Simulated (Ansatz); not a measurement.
Cost and result up the ladder for the cluster Na4H5⁻ (9 atoms). Charge -1, multiplicity 1. Geometry: PBE-D4/def2-SVPD.

```xyz
9

Na    1.686    0.800   -1.186
Na    0.635   -2.059   -0.489
Na   -1.617   -0.802    1.273
Na   -0.557    2.054    0.588
H     0.514   -0.029    0.675
H    -2.375    1.243    1.518
H     2.042   -1.224   -1.949
H    -1.202   -2.799    0.462
H     0.873    2.816   -0.891
```

Ansatz on 4 threads of Intel Xeon on a shared host. Times are rough, summed over both states, and most runs start from the orbitals of an earlier one. PBE-QIDH/def2-TZVPD serves as the yardstick here, not as an exact answer. The other state is a quintet at its own geometry, which has other bonds, so the gap mixes isomer and spin.

Correlated methods freeze 4 core orbitals; core or outer-core shells of Na are correlated, in sets that lack core-valence functions. In the quintet geometry the species has come apart into loosely held pieces. In the quintet, H6 and H9 lie 0.89 Å apart, H5 and H8 lie 0.89 Å apart (atoms count from 1), so H2 has formed as a molecule. The structure comes from a short search, and lower isomers may exist.

Run but left out: GFN1-xTB, GFN2-xTB (tight binding far off the other levels).

Correlated methods converge slowly with the basis.

| level | functions | wall time | quintet − singlet (eV) | difference from PBE-QIDH/def2-TZVPD (eV) | remarks |
| --- | --- | --- | --- | --- | --- |
| LDA (SPW92)/def2-TZVPD | 185 | 7.3 s | 2.57 | -0.04 | HOMO above zero (quintet) |
| PBE-D4/def2-TZVPD | 185 | 14 s | 0.15 | -2.46 | HOMO above zero (quintet) |
| BLYP-D4/def2-TZVPD (with forces) | 185 | 16 s | -1.96 | -4.57 | HOMO above zero (quintet) |
| PBE0-D4/def2-TZVPD | 185 | 20 s | 0.53 | -2.08 | – |
| r2SCAN-D4/def2-TZVPD | 185 | 23 s | 2.20 | -0.41 | – |
| RPA@PBE/def2-TZVPD | 185 | 23 s | 2.41 | -0.20 | – |
| PBE-QIDH/def2-TZVPD | 185 | 27 s | 2.61 | 0.00 | – |
| r2SCAN0-D4/def2-TZVPD | 185 | 30 s | 2.09 | -0.52 | – |
| ωB97X-V/def2-TZVPD | 185 | 50 s | 3.41 | 0.81 | – |
